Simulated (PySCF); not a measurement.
Gas-phase reaction: 2 GaH2Cl + 3 Cl2 → 2 GaCl2 + 4 HCl

Energies from PySCF, thermal terms from the rigid-rotor harmonic-oscillator model, ideal gas at 1 bar. † marks an energy on the PBE0/def2-TZVP geometry and frequencies. CCSD(T) freezes the core. Open shells (unrestricted): GaCl2 (multiplicity 2); the rest are closed-shell singlets. Ga: all electrons, no relativistic terms. GaH2Cl, GaCl2: computed as isolated molecules; such fragments, hydroxides, amides, oligomers or adducts are transient or little studied in the gas. CCSD(T) isn't extrapolated to the basis-set limit.

M06-2X/def2-TZVP† gives ΔH°(298 K) = -565 kJ.

### Question
What do ωB97M-V/def2-TZVP†, CCSD(T)/def2-TZVPP†, PBE0/def2-SVP† give?

### Answer
ωB97M-V/def2-TZVP†: -526 kJ; CCSD(T)/def2-TZVPP†: -559 kJ; PBE0/def2-SVP†: -590 kJ. For scale, ΔH°(298 K) is -565 kJ at this level, -526 kJ at ωB97M-V/def2-TZVP†, and runs from -652 to -399 kJ over the 20 levels computed.
